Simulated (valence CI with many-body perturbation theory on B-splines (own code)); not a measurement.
## Questions on Ni¹⁵⁺

Calculated by configuration interaction combined with many-body perturbation theory (CI+MBPT): three valence electrons over a frozen Dirac-Fock core [Ne], radial functions for each j: 11 s, 11 p, 10 d, 8 f, 5 g, 2 h, with the one-electron correlation potential Σ1, the two-electron term Σ2, the three-electron term Σ3, Breit, model QED; selected CI, second order for the rest, scaled by the run's own slope (own B-spline code, finite nucleus).

No measured levels were compared; by estimate levels of excited configurations hold to 0.05 to 0.15 % of their energy, terms of the ground configuration to about 0.5 %.

Names give the largest LS component (configuration and term), which can be under half, so a name can repeat, a term be missing and a line seem to break the LS rules; names also repeat where a configuration has a term twice.

Rates and lifetimes use the calculated energies. Strong lines usually hold to 10 to 20 %, long lifetimes can be off by a factor of two.

Question: What is the ground level?

Answer: 3s2 3p 2P°_1/2, composition 97 % 3s2 3p 2P°, g = 0.664.

Question: What is the ionisation energy?

Answer: 498.61 eV; NIST lists 495.4 ± 1.7 eV (semi-empirical).

Question: Name the longest-lived excited levels whose lifetime is computed, and their main decay.

Answer: 3s2 3p 2P°_3/2 at 3.44 eV lives 5.17 ms, mostly by M1 to 3s2 3p 2P°_1/2; 3s 3p2 4P_3/2 at 33.63 eV lives 73.7 ns, mostly by E1 to 3s2 3p 2P°_3/2; 3s 3p2 4P_5/2 at 35.32 eV lives 16.6 ns, mostly by E1 to 3s2 3p 2P°_3/2. The lifetime of 3s 3p 3d 4F°_9/2 is too uncertain to give, and may be longer.

Question: Among levels below 279.25 eV, which E1 lines absorb most strongly from the ground level?

Answer: to 3s2 3d 2D_3/2 at 18.52 nm, f = 0.423; to 3s2 4d 2D_3/2 at 4.719 nm, f = 0.313; to 3s 3p2 2S_1/2 at 23.93 nm, f = 0.220.

Question: How is the term 2P° of the ground level split?

Answer: J = 1/2 at 0.00, J = 3/2 at 3.44 eV.
